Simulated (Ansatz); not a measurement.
Input for Ansatz (development build ahead of 0.2.0):

```yaml
crystal:
  periodic: [false, false, false]
  atoms:
    - { symbol: H, position_ang: [0.0, 0.0, -2.1375] }
    - { symbol: H, position_ang: [0.0, 0.0, -1.2825] }
    - { symbol: H, position_ang: [0.0, 0.0, -0.4275] }
    - { symbol: H, position_ang: [0.0, 0.0, 0.4275] }
    - { symbol: H, position_ang: [0.0, 0.0, 1.2825] }
    - { symbol: H, position_ang: [0.0, 0.0, 2.1375] }
basis:
  gaussian: { orbitals: def2-SVP }
hamiltonian:
  xc: hf
correlation:
  method: mp2
  frozen_orbitals: { H: 0 }
output:
  forces: true
```

The input is written out in the form of the current development build from the run's settings.

The run gave:

```yaml
Converged: yes
Reference_energy: -3.23508 hartree
Correlation_energy: -0.10011 hartree
Total_energy: -3.33519 hartree
```

Forces (eV/Å):
```json
{"atom": "H1", "Fx": "0.000", "Fy": "0.000", "Fz": "1.104"}
{"atom": "H2", "Fx": "0.000", "Fy": "0.000", "Fz": "-6.433"}
{"atom": "H3", "Fx": "0.000", "Fy": "0.000", "Fz": "5.687"}
{"atom": "H4", "Fx": "0.000", "Fy": "0.000", "Fz": "-5.687"}
{"atom": "H5", "Fx": "0.000", "Fy": "0.000", "Fz": "6.433"}
{"atom": "H6", "Fx": "0.000", "Fy": "0.000", "Fz": "-1.104"}
```

Caution: bonds are stretched, where a single reference can fail; stretched shape with no unrestricted run beside it, a lower state can exist.
